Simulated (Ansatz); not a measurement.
A run on C₂H₄FNSi (`N=C=C(F)[SiH3]`) with other settings.

```yaml
crystal:
  periodic: [false, false, false]
  atoms:
    - {symbol: N, position_ang: [1.224862, 2.173969, -0.029078]}
    - {symbol: C, position_ang: [0.687439, 1.036021, -0.477684]}
    - {symbol: C, position_ang: [0.322153, -0.249810, -0.639594]}
    - {symbol: F, position_ang: [0.614058, -0.691643, -1.962946]}
    - {symbol: Si, position_ang: [-0.442353, -1.214568, 0.623808]}
    - {symbol: H, position_ang: [0.280696, 2.784257, -0.266503]}
    - {symbol: H, position_ang: [0.278046, -2.326057, 0.898767]}
    - {symbol: H, position_ang: [-1.774505, -1.561898, -0.075172]}
    - {symbol: H, position_ang: [-0.892982, -0.152408, 1.714077]}
basis:
  gaussian: {orbitals: cc-pVTZ-DK, nuclear_model: gaussian}
magnetization: {spin_polarized: true, initial_magnetization: 0}
hamiltonian: {xc: {name: r2SCAN0}, dispersion: d3bjatm}
scf: {lower_state_search: full}
```

```sh
$ ansatz run in.yaml --threads 2 --pin off --events-out ev --progress --plain --max-ram 4352MiB
```

Shortened log:

```
Functional definition: r2SCAN0
1197 factors; their error is unknown
mean field evaluation 1: about -14235.3333 eV, gradient 2.5e1 eV
mean field evaluation 2: about -14234.4891 eV, gradient 2.9e1 eV
mean field evaluation 4: about -14237.8623 eV, gradient 1.8e0 eV
mean field evaluation 8: about -14237.8806 eV, gradient 3.4e-2 eV
mean field evaluation 16: about -14237.9058 eV, gradient 5.6e-5 eV
mean field -14237.90577260 eV, -523.2333863441 hartree, gradient 1.5e-5 eV, S^2 0.000000; 1 other end points of the search recorded, 0 dependent functions left out
reference -14237.90578262 eV, -523.2333867123 hartree; 23, 23 occupied and 187, 187 virtual orbitals, 1197 factors
Total energy: -14237.96448981 eV, -523.2355441614 hartree
Relativity: scalar
```

Run time 17 s (2 threads of an Arm Neoverse V1 on a shared host); peak host memory 0.69 GiB.
